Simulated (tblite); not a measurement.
Compound: C₆H₅N.
InChI=1S/C6H5N/c1-2-5-3-6(7)4-5/h1,3,7H,4H2/b7-6-

Level: GFN2-xTB in tblite, geometry and Hessian alike; calculated harmonic values, unscaled, isolated species. Errors from tens to a few hundred cm⁻¹ against measured bands are possible.

Harmonic wavenumbers (cm⁻¹): 85.1, 132.9, 237.6, 372.0, 477.4, 486.2, 499.7, 558.1, 655.6, 663.1, 792.4, 801.3, 838.8, 966.2, 981.9, 1012.2, 1032.1, 1137.1, 1160.5, 1211.0, 1267.9, 1438.6, 1602.1, 1802.4, 2228.2, 2986.5, 2998.9, 3148.0, 3335.5, 3393.1.

A = 12728, B = 1516, C = 1366 MHz; mass 91.042 u (most abundant isotopes); point group Cs, symmetry number 1.

Q: What is the zero-point energy?

A: Half the sum of the wavenumbers: 19151 cm⁻¹ = 54.76 kcal/mol.

Q: Entropy at 500 K, 1 bar (ideal gas, RRHO, classical rotation)?

A: Translation 42.03, rotation 28.44, vibration 26.55: S = 97.0 cal/(mol K).

Q: And Cp and H(500 K) − H(0)?

A: Cp = 38.04 cal/(mol K), of which vibrations give 30.09 (their classical limit is 30 R = 59.6); H(500 K) − H(0) = 11.39 kcal/mol without the zero-point energy, 7.42 from vibrations.

Q: What must be added to the electronic energy to get the Gibbs energy at 500 K and 1 bar?

A: ZPE + [H(500 K) − H(0)] − T·S = 54.76 + 11.39 − 48.51 = 17.64 kcal/mol.

Q: How do the functions run with temperature in this model?

A: 
| T (K) | S (cal/(mol K)) | Cp (cal/(mol K)) | H − H(0) (kcal/mol) | G − H(0) (kcal/mol) | ln q(vib) |
| --- | --- | --- | --- | --- | --- |
| 100 | 60.8 | 12.6 | 0.99 | -5.08 | 0.55 |
| 200 | 71.4 | 19.2 | 2.57 | -11.72 | 1.68 |
| 300 | 80.6 | 26.5 | 4.85 | -19.32 | 2.99 |
| 800 | 117.3 | 48.2 | 24.47 | -69.40 | 10.31 |
| 1000 | 128.6 | 52.4 | 34.55 | -94.01 | 13.07 |

q(vib) and H(0) count from the zero-point level.

Q: Which modes carry the vibrational entropy at 500 K?

A: 85.1 cm⁻¹: 4.79; 132.9 cm⁻¹: 3.91; 237.6 cm⁻¹: 2.78; 372.0 cm⁻¹: 1.94; 477.4 cm⁻¹: 1.51; 486.2 cm⁻¹: 1.47 cal/(mol K); the other 24 give 10.15 together.

Q: Blend soft modes into free rotors: weight 1/[1 + (100 cm⁻¹/ν̃)⁴] for the oscillator and the rest for a rotor with moment μB/(μ + B), μ = h/(8π²ν), B = 10⁻⁴⁴ kg m². What vibrational entropy results?

A: 25.52 cal/(mol K) in place of 26.55, which changes −T·S at 500 K by +0.52 kcal/mol.

Hindered rotation and anharmonicity are outside this model.
